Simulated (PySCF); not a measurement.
Correlation energy of Si⁻ (silicon, charge -1)

[Ne] 3s2 3p3, high-spin 4S determinant. Calculation: PySCF 2.14, in dyall-av3z (19s12p3d2f, 84 functions); scalar relativity by spin-free X2C-1e. Frozen: [Ne]; 5 electrons correlated; the 23 highest virtual orbitals of each spin left out.

| level | correlation energy (mhartree) |
| --- | --- |
| CCSD | -92.58 |
| (T) | -4.79 |
| CCSD(T) | -97.37 |

Diagnostics: T1 = 0.0076, D1 = 0.0163, largest double amplitude 0.046.

Cost of the coupled-cluster step: of the order of 2 core-seconds, for 5 correlated electrons.

Iterations:

```
CC2 = 0
CCSD nocc = (np.int64(4), np.int64(1)), nmo = (56, 56)
frozen orbitals [[0, 1, 2, 3, 4, 61, 62, 63, 64, 65, 66, 67, 68, 69, 70, 71, 72, 73, 74, 75, 76, 77, 78, 79, 80, 81, 82, 83], [0, 1, 2, 3, 4, 61, 62, 63, 64, 65, 66, 67, 68, 69, 70, 71, 72, 73, 74, 75, 76, 77, 78, 79, 80, 81, 82, 83]]
max_cycle = 100
direct = 0
conv_tol = 1e-08
conv_tol_normt = 1e-06
diis_space = 8
diis_start_cycle = 0
Init t2, MP2 energy = -0.076998875881651
Init E_corr(UCCSD) = -0.0769988759468839
cycle = 1  E_corr(UCCSD) = -0.0889733963578743  dE = -0.0119745204  norm(t1,t2) = 0.0491781
cycle = 2  E_corr(UCCSD) = -0.0914817228195123  dE = -0.00250832646  norm(t1,t2) = 0.0149787
cycle = 3  E_corr(UCCSD) = -0.0925879775270008  dE = -0.00110625471  norm(t1,t2) = 0.00594774
cycle = 4  E_corr(UCCSD) = -0.0925787807095599  dE = 9.19681744e-06  norm(t1,t2) = 0.00153629
cycle = 5  E_corr(UCCSD) = -0.0925787440170856  dE = 3.66924743e-08  norm(t1,t2) = 0.000429165
cycle = 6  E_corr(UCCSD) = -0.0925792552061246  dE = -5.11189039e-07  norm(t1,t2) = 0.000133728
cycle = 7  E_corr(UCCSD) = -0.0925793958847091  dE = -1.40678584e-07  norm(t1,t2) = 3.4742e-05
cycle = 8  E_corr(UCCSD) = -0.0925794715372215  dE = -7.56525125e-08  norm(t1,t2) = 8.56618e-06
cycle = 9  E_corr(UCCSD) = -0.0925794295019228  dE = 4.20352988e-08  norm(t1,t2) = 2.69918e-06
cycle = 10  E_corr(UCCSD) = -0.092579421403372  dE = 8.09855073e-09  norm(t1,t2) = 7.05345e-07
UCCSD converged
E(UCCSD) = -289.5867240573464  E_corr = -0.09257942140337203
UCCSD(T) correction = -0.00479322037158129
```
